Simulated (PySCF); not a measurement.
Compound: C₄H₆O₃S.
Z-matrix (Å and degrees, PBE0-D3(BJ)/def2-SVP geometry), rows numbered from 1:
```
C 
C   1  1.3381
C   2  1.4602  1  127.33
C   3  1.3401  2  124.84  1   177.76
S   3  1.7871  2  119.49  1    -1.29
O   5  1.4513  3  108.99  2  -175.65
O   5  1.4434  3  109.36  2    48.74
O   5  1.6229  3  101.74  2   -62.51
H   1  1.0916  2  122.42  3    -1.15
H   1  1.0922  2  120.00  3   179.69
H   2  1.0957  1  119.29  3   179.98
H   4  1.0916  3  120.95  2  -179.95
H   4  1.0933  3  120.11  2    -0.52
H   8  0.9695  5  107.74  3   -89.29
```

Level: PBE0/pcSseg-1 and wB97X-D/def2-SVPD in PySCF, non-relativistic, on one gas-phase PBE0-D3(BJ)/def2-SVP geometry that isn't relaxed in the solvent. The solvent is an IEF-PCM continuum (Bondi radii, 1.10 Å for H, scaled by 1.2). Specific hydrogen bonds and non-electrostatic terms are outside this model.

Gas phase at PBE0/pcSseg-1: HOMO -7.63 eV, LUMO -1.80 eV, dipole 4.34 D.

Problem. What does the continuum do to the energy, the frontier levels and the dipole at PBE0/pcSseg-1 in benzene and water?

Solution. 
| solvent | ε | E(solvent) − E(gas) (kcal/mol) | polarisation term (kcal/mol) | distortion of the solute (kcal/mol) | HOMO (eV) | LUMO (eV) | dipole (D) |
| --- | --- | --- | --- | --- | --- | --- | --- |
| benzene | 2.271 | -4.64 | -4.96 | 0.32 | -7.53 | -1.69 | 4.85 |
| water | 78.36 | -10.58 | -12.37 | 1.79 | -7.44 | -1.59 | 5.60 |

The polarisation term is half the interaction of the solute with the surface charges that it induces; the rest is the cost of distorting the solute's density. The sum is the electrostatic part of solvation alone. From benzene to water the lowering changes by a factor 2.28, Onsager's factor (ε − 1)/(2ε + 1) by 2.14 and ε itself by 34.5.

Problem. Which radius a makes the point-dipole formula ΔE = −[(ε − 1)/(2ε + 1)]·μ²/a³ give the value in water, with the gas-phase dipole?

Solution. μ = 1.706 au and |ΔE| = 0.01686 Eh give a = 2.32 Å; the farthest nucleus lies 3.16 Å from the centroid of the nuclei, so such a sphere wouldn't even hold the nuclei. The formula assumes a rigid point dipole at the centre of a sphere.

Problem. Which Hirshfeld charges (PBE0/pcSseg-1) respond most in benzene (means over atoms taken as equivalent)?

Solution. 
| atoms | environment | gas (e) | solvent (e) | change |
| --- | --- | --- | --- | --- |
| O6/O7 | sulfonyl oxygen | -0.292 | -0.304 | -0.012 |
| H14 | hydroxyl hydrogen | +0.186 | +0.196 | +0.010 |
| H13 | vinylic hydrogen | +0.065 | +0.072 | +0.007 |
| C4 | terminal =CH2 carbon | -0.069 | -0.063 | +0.006 |
| H11 | vinylic hydrogen | +0.054 | +0.059 | +0.005 |
| C1 | terminal =CH2 carbon | -0.079 | -0.083 | -0.004 |

Problem. How do the nuclear quadrupole coupling constants eQVzz/h respond in benzene?

Solution. 
```csv
nucleus,Q (barn),gas (MHz),solvent (MHz),η gas,η solvent
33S at S5,-0.06781,-14.80,-14.60,0.20,0.12
17O at O6,-0.0256,-8.41,-8.42,0.08,0.07
17O at O7,-0.0256,-8.46,-8.45,0.16,0.16
17O at O8,-0.0256,-10.27,-10.19,0.98,0.98
```

Gas phase at wB97X-D/def2-SVPD: HOMO -9.45 eV, LUMO -0.12 eV, dipole 4.43 D.

Problem. What does the continuum do to the energy, the frontier levels and the dipole at wB97X-D/def2-SVPD in benzene and water?

Solution. 
```tsv
solvent	ε	E(solvent) − E(gas) (kcal/mol)	polarisation term (kcal/mol)	distortion of the solute (kcal/mol)	HOMO (eV)	LUMO (eV)	dipole (D)
benzene	2.271	-4.58	-4.95	0.37	-9.34	0.00	5.03
water	78.36	-10.56	-12.74	2.18	-9.25	0.12	5.94
```

Problem. How does the static polarisability (wB97X-D/def2-SVPD, frozen core, with the continuum's full static response) change?

Solution. 
```
 medium  isotropic (au)  principal values (au)  ⟨r²⟩ of the electrons (bohr²)
    gas            80.9      59.7, 78.4, 104.5                          986.0
benzene            93.3      67.6, 88.5, 123.9                          985.5
  water           113.1     82.9, 102.6, 153.9                          984.9
```

The isotropic value in water is 1.40 times the gas-phase one; no cavity-field correction is applied. ⟨r²⟩ is taken about the centre of nuclear charge.

wB97X-D is run here without its empirical dispersion term; that term would change no orbital, density or response property at a fixed geometry.
